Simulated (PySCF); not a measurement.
Job for PySCF: R-HF/STO-3G on BFH4O (a complex), monomers drawn apart or pushed together.

```python
from pyscf import gto, scf, dft, mp
from pyscf.data.elements import chemcore

mol = gto.M(
    atom='''
    B    -0.32077891    0.54307438    1.32237923
    F    -0.58585563   -0.69212587    0.77599864
    H     0.71386174    1.04776723    0.98142700
    H    -1.28113066    1.23265026    1.53135889
    O     0.17340761    0.13658400    3.25203814
    H     0.91818842   -0.48083972    3.22595705
    H    -0.57455332   -0.34130759    3.63772719
    ''',
    basis='sto-3g',
    charge=0, spin=0, verbose=3, max_memory=1800)
mf = scf.RHF(mol)
mf.conv_tol = 1e-8
mf.max_cycle = 100
mf.kernel()
if not mf.converged:
    mf = mf.newton().run(mf.mo_coeff, mf.mo_occ)
```

Program output:

```
converged SCF energy = -198.58732232736
```

The calculation finished and met its thresholds.

Cost: about 0.14 core-seconds (a rough figure).
